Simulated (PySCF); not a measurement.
Static response to an electric field

Compound: C5H11PSi.
SMILES with atom numbers: `[CH2:1]=[CH:2][Si:3]1([PH2:4])[CH2:5][CH2:6][CH2:7]1` (hydrogens: H8, H9 on C1; H10 on C2; H11, H12 on P4; H13, H14 on C5; H15, H16 on C6; H17, H18 on C7)

Structure used (GFN2-xTB), in Å, numbered top down from 1:
```
atom  x, y, z in Å
C1     2.401    1.425   -0.828
C2     1.576    0.397   -0.954
Si3   -0.106    0.270   -0.090
P4    -0.660    2.042    1.190
C5    -1.496   -0.435   -1.211
C6    -1.336   -1.817   -0.560
C7    -0.469   -1.460    0.657
H8     2.153    2.273   -0.208
H9     3.354    1.477   -1.331
H10    1.871   -0.430   -1.588
H11    0.567    2.079    1.827
H12   -0.266    2.964    0.239
H13   -1.346   -0.434   -2.287
H14   -2.475   -0.004   -1.012
H15   -2.283   -2.284   -0.294
H16   -0.801   -2.495   -1.224
H17    0.361   -2.141    0.822
H18   -1.053   -1.421    1.574
```

Level: CAM-B3LYP/def2-SVPD (PySCF), static field, nuclei fixed, core orbitals frozen in the response. The polarisability tensor in these axes (au):

```
x   112.29  13.65  -5.27
y    13.65 121.28  10.39
z    -5.27  10.39  97.68
```

**Question.** Give the principal values, the mean and the anisotropy Δα = √{½[(α1 − α2)² + (α2 − α3)² + (α1 − α3)²]}.

**Answer.** Principal values 89.01, 110.17 and 132.08 au; mean 110.42 au = 16.36 Å³ = 18.21 × 10⁻⁴⁰ C²·m²/J; Δα = 37.30 au (34 % of the mean).

**Question.** What is the dipole moment, and where does it point?

**Answer.** (0.95, -0.12, -0.57) D, 1.12 D in size, pointing from the negative to the positive side. Measured along this direction, the outermost atoms are H14, H18 and H15 at the negative end and H9 at the positive end.

**Question.** What depolarisation ratio follows for Rayleigh scattering of linearly polarised light, taking the static tensor?

**Answer.** ρ = 3Δα²/(45ᾱ² + 4Δα²) = 4174.0/(548654 + 5565.4) = 0.00753.

**Question.** Sum over states: ᾱ = Σ f/ω², ω in Eh. What share falls to these 8 lowest TDDFT singlets (eV, f)? 6.12, 0.0006; 6.30, 0.0037; 6.64, 0.3222; 6.87, 0.0182; 6.90, 0.0848; 7.28, 0.2830; 7.30, 0.0351; 7.37, 0.0059.

**Answer.** They add up to 11.62 au, 10.5 % of the 110.42 au; the largest single term is 5.42 au, from the state at 6.64 eV. Terms in order: 0.01, 0.07, 5.42, 0.29, 1.32, 3.95, 0.49, 0.08 au. Higher excitations give the rest. The strengths listed sum to 0.754.

**Question.** Find the Langevin capture rate constant for NO+ (29.998 u) meeting this molecule (130.037 u), k = 2.342 × 10⁻⁹ cm³/s × √(α in Å³ / reduced mass in u).

**Answer.** The reduced mass is 24.37 u, so k = 1.92 × 10⁻⁹ cm³/s. The formula leaves out the permanent dipole, which adds to the capture rate.

**Question.** Refractivity n − 1 of an ideal gas of it at 298.15 K and 1 atm, from the electronic α?

**Answer.** N = p/kT = 2.4615 × 10¹⁹ cm⁻³, so n − 1 = 2π × N × 16.36 × 10⁻²⁴ cm³ = 2531 × 10⁻⁶ at long wavelengths.

One conformer (not necessarily the lowest) at the GFN2-xTB geometry, without solvent, vibrations or thermal averaging.

These values come from a run that also computed excited states. The run took 1.8 min wall on an Arm Neoverse N1 with one thread, shared host, and the process peaked at 1.0 GiB of memory.
